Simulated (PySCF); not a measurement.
Working with the constants of SbF

UHF-CCSD(T) constants of SbF, ³Σ⁻ (triplet), unpaired electrons π ↑↑ (basis Sb def2-SVP with ECP28, F def2-SVP; scalar-relativistic core potentials; PySCF 2.14; masses 120.9038 and 18.9984 u):

- ωe: 617.3 cm⁻¹
- ωexe: 2.68 cm⁻¹
- Be: 0.2684 cm⁻¹
- αe: 0.00158 cm⁻¹
- D (centrifugal): 2.03e-07 cm⁻¹
- De to Sb + F: 3.29 eV

Task: Give the vibrational terms G(v) and spacings up to v = 6.

Result: G(v) = ωe(v+½) − ωexe(v+½)².

| v | G(v) (cm⁻¹) | G(v) − G(v−1) | Bv (cm⁻¹) |
| --- | --- | --- | --- |
| 0 | 308.0 |  | 0.2676 |
| 1 | 919.9 | 611.9 | 0.2660 |
| 2 | 1526.5 | 606.6 | 0.2645 |
| 3 | 2127.7 | 601.2 | 0.2629 |
| 4 | 2723.6 | 595.9 | 0.2613 |
| 5 | 3314.1 | 590.5 | 0.2597 |
| 6 | 3899.2 | 585.1 | 0.2581 |

Task: How well does the Morse estimate ωe²/(4ωexe) reproduce De, and what is D0?

Result: It gives 4.41 eV, 134 % of the computed De. D0 = De − G(0) = 3.29 − 0.04 = 3.25 eV.

Correlated steps freeze 5 core orbitals. Correlated levels converge slowly with the basis: in double zeta they bind strong bonds too weakly, by up to about 1 eV, and carry superposition errors of some tenths. Spin–orbit coupling is left out, which matters for elements this heavy, above all for dissociation energies. The state was picked by a PBE0 search and need not be the measured ground state.
